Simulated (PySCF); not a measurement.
# Radial density of Sb³⁸⁺ (antimony, charge +38)

UHF, [Ne] 3s2 3p1, 2P determinant. Computed with PySCF 2.14 in an even-tempered Gaussian basis (21 s from 6.2 bohr⁻², ratio 2.2; 14 p from 8.1 bohr⁻², ratio 2.2; 5 d from 33 bohr⁻², ratio 2.4; 4 f from 50 bohr⁻², ratio 2.4; 4 g from 75 bohr⁻², ratio 2.4), with scalar relativity by spin-free X2C-1e.

| r (bohr) | 4πr²ρ (e/bohr) | 4πr²(ρα − ρβ) |
| --- | --- | --- |
| 0.0209 | 65.57 | 0.2631 |
| 0.0351 | 54.18 | 0.8896 |
| 0.0591 | 63.20 | 1.6492 |
| 0.0994 | 72.62 | 0.5768 |
| 0.167 | 26.74 | 1.0608 |
| 0.281 | 14.57 | 4.3654 |
| 0.473 | 2.180 | 0.6758 |
| 0.795 | 0.008719 | 0.0025 |

Densities and radii are taken from the X2C orbitals without a picture-change correction, which distorts them close to the nucleus.

Spin-orbit coupling, absent here, splits the open shell strongly.
